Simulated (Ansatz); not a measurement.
Species: BeCl, net charge 0, doublet state. 
Coordinates optimised at B3LYP-D3(BJ)/def2-TZVP (Ansatz, an electronic-structure program):
SMILES: [Be][Cl]
```xyz
2

Be     0.0000     0.0000    -1.4703
Cl     0.0000     0.0000     0.3460
```
Charge 0, spin multiplicity 2.

Quantity: atomisation energy (electronic, to ground-state atoms), in kcal/mol. Correlated levels leave the core frozen unless marked. Open shells are spin-unrestricted. No spin-orbit coupling. Non-relativistic. The coupled-cluster limit lacks core correlation, which all-electron functionals hold. Basis-set limits of correlation are two-point, X^-3; Hartree-Fock from the larger set.

```csv
level,program,atomisation energy (kcal/mol)
B97M-V/def2-TZVPD,Ansatz,93.7
PBE0-D4/def2-TZVPD,Ansatz + dftd4,98.0
MP2/STO-3G,Ansatz,94.0
MP2/def2-QZVPPD,Ansatz,101.1
```

Q: Predict the CCSD(T)/CBS(def2-TZVPPD,def2-QZVPPD) result (Ansatz).

A: 92.1 kcal/mol
